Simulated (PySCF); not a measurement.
A GIAO shielding run with PySCF (density fitting, non-relativistic, gas phase) on `[Se]=CCC(C)C`, C₅H₁₀Se:

```
{"job": {"kind": "nmr", "xc": "PBE0", "basis": "pcSseg-1"}, "charge": 0, "multiplicity": 1}
C     -0.510571     1.466312     0.168817
C     -0.495570    -0.058033     0.204911
C     -0.875926    -0.655734    -1.144078
C      0.844194    -0.630996     0.723573
C      2.021058    -0.284519    -0.114814
Se     3.026598    -1.409039    -1.009948
H     -0.210454     1.900103     1.135800
H     -1.519772     1.838274    -0.065177
H      0.166702     1.862769    -0.604583
H     -1.250077    -0.381172     0.943552
H     -1.879036    -0.321723    -1.450917
H     -0.166307    -0.351874    -1.930302
H     -0.878956    -1.756047    -1.111572
H      0.768324    -1.724833     0.816339
H      1.020810    -0.216893     1.734802
H      2.262621     0.787222    -0.175986
```

Hardware: 1 thread of an Arm Neoverse V1, shared host. The job also computes population analyses, field gradients.

(1) How large is the calculation?

(2) How long does it take?

(3) And these other runs on the same molecule and hardware: spin–spin coupling at B3LYP/pcJ-1 (pcSseg-1 on Se)?

Answers

(1) 74 electrons, 176 basis functions and 978 auxiliary functions.

(2) 24 s of wall time, with 12 SCF cycles and 5 response iterations. Times on a shared host scatter by some tens of per cent.

(3) B3LYP/pcJ-1 (pcSseg-1 on Se): 276 functions, 76 s.
